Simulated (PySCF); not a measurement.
## Run record: Sb22H14

The script drives PySCF SCF with an in-house response code with single-precision fitted integrals, so total energies wander by about 1e-6 Eh between cycles (the fitting error itself is about 1e-3 Eh and cancels in differences); atoms count from 0. Kgrid is the grid level of the response kernel; vcut the energy (Eh) above which virtual orbitals leave the response; delta the states run by ΔSCF (the anion only where the lumo is low enough to bind); pop asks for populations, which are stored and not printed; grid is the SCF grid level (2 if not given).

Spin-orbit coupling is left out, which matters for the heavier atoms here. The basis has no diffuse functions, so the polarisability comes out too low.

Job and coordinates (Å):

```
{"job": {"kind": "uv", "basis": "def2-SVP", "grid": 1, "kgrid": 0, "vcut": null, "nstates": 6, "ntriplets": 2, "tda": false, "delta": ["ip_vertical"], "pop": true, "xc": "PBE"}, "charge": 0, "multiplicity": 1}
Sb     9.989791     1.181781    -0.706445
Sb     7.899012     2.257678     0.723731
Sb     5.954378     1.094149    -0.837305
Sb     5.955828    -1.095480     0.837639
Sb     7.901644    -2.256917    -0.723255
Sb     9.990111    -1.175840     0.706624
Sb    -5.955241     1.097117    -0.836935
Sb    -7.900607     2.257650     0.725076
Sb    -9.989808     1.179649    -0.705839
Sb    -9.990965    -1.178004     0.706749
Sb    -7.900790    -2.255313    -0.723268
Sb    -5.955234    -1.093060     0.837364
Sb     1.969920     1.122962    -0.798020
Sb    -0.000082     2.226358     0.771614
Sb    -1.971346     1.125140    -0.797965
Sb    -1.970353    -1.122018     0.797399
Sb     0.000198    -2.225308    -0.771612
Sb     1.970218    -1.123545     0.798855
Sb     3.985992     2.217519     0.721888
Sb     3.986600    -2.216484    -0.722083
Sb    -3.986748     2.217897     0.723421
Sb    -3.986899    -2.214978    -0.722494
H     11.142451     1.845546     0.352201
H      7.930857     3.671090    -0.217016
H      7.929906    -3.672415     0.214909
H     11.140916    -1.848985    -0.347854
H     -7.930098     3.671683    -0.215101
H    -11.142952     1.847173     0.349835
H    -11.141664    -1.846234    -0.350989
H     -7.930980    -3.671461     0.213996
H     -0.000380     3.682429    -0.100257
H      0.000121    -3.680732     0.101326
H      3.971464     3.671185    -0.153910
H      3.972646    -3.669109     0.154897
H     -3.972579     3.670485    -0.153956
H     -3.971673    -3.669854     0.151460
```

Command:

```bash
OMP_NUM_THREADS=2 python large_run.py task.json out
```

Task: What does the program print?

Result: 
```
start: PBE on a coarse grid of 200693 points
cycle   1  E = -5165.7058161799  dE = -4.671e+02  |g| = 1.532e+01  |ddm| = 5.699e+01
cycle   2  E = -1441.4154961983  dE =  3.724e+03  |g| = 3.802e+01  |ddm| = 7.461e+02
cycle   3  E = -5035.5431411731  dE = -3.594e+03  |g| = 1.647e+01  |ddm| = 7.537e+02
cycle   4  E = -4044.7591361278  dE =  9.908e+02  |g| = 2.981e+01  |ddm| = 1.106e+02
cycle   5  E = -5283.8197997111  dE = -1.239e+03  |g| = 5.226e+00  |ddm| = 9.342e+01
cycle   6  E = -5028.0053256315  dE =  2.558e+02  |g| = 1.681e+01  |ddm| = 7.747e+01
cycle   7  E = -5214.5653582667  dE = -1.866e+02  |g| = 1.124e+01  |ddm| = 6.658e+01
cycle   8  E = -5276.0882712811  dE = -6.152e+01  |g| = 5.733e+00  |ddm| = 2.009e+01
cycle   9  E = -5291.3013524148  dE = -1.521e+01  |g| = 2.200e+00  |ddm| = 1.280e+01
cycle  10  E = -5276.4118192722  dE =  1.489e+01  |g| = 5.267e+00  |ddm| = 1.558e+01
cycle  11  E = -5294.2774521510  dE = -1.787e+01  |g| = 4.545e-01  |ddm| = 1.398e+01
cycle  12  E = -5294.1810272989  dE =  9.642e-02  |g| = 6.094e-01  |ddm| = 1.999e+00
cycle  13  E = -5294.3488423177  dE = -1.678e-01  |g| = 2.181e-01  |ddm| = 1.445e+00
cycle  14  E = -5294.3656089720  dE = -1.677e-02  |g| = 7.847e-02  |ddm| = 4.165e-01
cycle  15  E = -5294.3679862011  dE = -2.377e-03  |g| = 2.894e-02  |ddm| = 1.731e-01
cycle  16  E = -5294.3679621067  dE =  2.409e-05  |g| = 3.023e-02  |ddm| = 8.626e-02
cycle  17  E = -5294.3682935652  dE = -3.315e-04  |g| = 9.238e-03  |ddm| = 5.759e-02
final grid: 200693 points
cycle  18  E = -5294.3679678835  dE =  3.257e-04  |g| = 2.999e-02  |ddm| = 6.382e-02
cycle  19  E = -5294.3637458967  dE =  4.222e-03  |g| = 1.075e-01  |ddm| = 2.180e-01
cycle  20  E = -5294.3683042628  dE = -4.558e-03  |g| = 7.354e-03  |ddm| = 1.716e-01
cycle  21  E = -5294.3683260153  dE = -2.175e-05  |g| = 1.609e-03  |ddm| = 1.427e-02
cycle  22  E = -5294.3683264453  dE = -4.300e-07  |g| = 3.799e-04  |ddm| = 3.172e-03
cycle  23  E = -5294.3683271284  dE = -6.832e-07  |g| = 1.396e-04  |ddm| = 9.398e-04
cycle  24  E = -5294.3683270930  dE =  3.542e-08  |g| = 6.004e-05  |ddm| = 3.474e-04
converged SCF energy = -5294.3683270930

Static polarisability (au): isotropic 1191.590, principal 572.258 874.085 2128.427

Singlet excitations
state   eV       nm        f      main configurations
  1   2.4067    515.2   0.00642   H->L 0.99
  2   2.4122    514.0   0.00001   H-1->L 0.87, H-2->L 0.12
  3   2.4501    506.0   0.00000   H-2->L 0.87, H-1->L 0.12
  4   2.5503    486.2   0.01010   H-3->L 0.99
  5   2.7263    454.8   0.01146   H-4->L 0.85
  6   2.7293    454.3   0.00001   H-5->L 0.56, H->L+2 0.29, H->L+3 0.08

Triplet excitations (Tamm-Dancoff, eV): 2.3288 2.3349
```

The run took 2.8 min of wall time on 2 threads of Arm Neoverse N1 (shared host), peak memory 1.6 GiB.
